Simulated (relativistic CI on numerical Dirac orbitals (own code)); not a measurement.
# Slater and spin-orbit integrals, Ca3+

These numbers are calculated, not measured: Dirac-Coulomb-Breit CI, orbitals from a KLI potential per configuration, QED by a radiative potential, valence Slater integrals scaled by 0.85, P86 correlation energy added to each configuration (own radial code, finite nucleus).

Slater integrals F^k, G^k are unscaled and averaged over j, outside the closed core [Ne]; ζ comes from projecting the Hamiltonian with its Breit term on Σ l·s of the shell.

- 3s2.3p5: ζ(3p) = 2099.1 cm⁻¹; <r>(3p) = 1.211, <r^2>(3p) = 1.708 (bohr units).
- 3s2.3p4.3d: F^2(3p,3p) = 83310, ζ(3p) = 2145, F^2(3p,3d) = 73119, G^1(3p,3d) = 91449, G^3(3p,3d) = 55586, ζ(3d) = 59.984 cm⁻¹; <r>(3p) = 1.205, <r^2>(3p) = 1.69, <r>(3d) = 1.429, <r^2>(3d) = 2.479 (bohr units).
- 3s.3p5.3d: G^1(3s,3p) = 113520, ζ(3p) = 2141.1, G^2(3s,3d) = 69979, F^2(3p,3d) = 73248, G^1(3p,3d) = 91598, G^3(3p,3d) = 55686, ζ(3d) = 66.894 cm⁻¹; <r>(3s) = 1.123, <r^2>(3s) = 1.446, <r>(3p) = 1.204, <r^2>(3p) = 1.688, <r>(3d) = 1.425, <r^2>(3d) = 2.465 (bohr units).

In this model ζ of a weakly bound d, f or g electron outside closed shells comes out too small, for d by up to a factor of two or three and at times with the wrong sign; that of an outer p electron is too small as well.

Correlation outside the listed configurations is missing or only estimated: errors of thousands of cm⁻¹ between configurations and terms are usual at this charge. Rates and lifetimes follow the computed energies and can be off by large factors. The fine structure of a lone outer electron comes out too small, for d and f at times inverted, and misplaced configurations move strength between like terms. 22 of the 27 excited levels that our extract of the measured tables holds in this range could be paired (the sources list more); they are missed by 11265 cm⁻¹ on average and 18029 at most, and levels without a partner can miss by more.

Averages of the first 10 configurations, taken without configuration mixing, which lowers the lowest level and can move excited configurations by several eV; other configurations of the list can lie among them:

| Configuration | Parity | States | Average energy above the lowest level (eV) |
| --- | --- | --- | --- |
| 3s2.3p5 | odd | 6 | 2.4 |
| 3s.3p6 | even | 2 | 27.4 |
| 3s2.3p4.3d | even | 150 | 31.8 |
| 3s.3p5.3d | odd | 120 | 55.2 |
| 3s2.3p4.4s | even | 30 | 40.3 |
| 3s2.3p4.4p | odd | 90 | 45.5 |
| 3s2.3p4.4d | even | 150 | 52.8 |
| 3s2.3p4.5s | even | 30 | 54.7 |
| 3s2.3p4.4f | odd | 210 | 57.0 |
| 3s2.3p4.5p | odd | 90 | 56.8 |
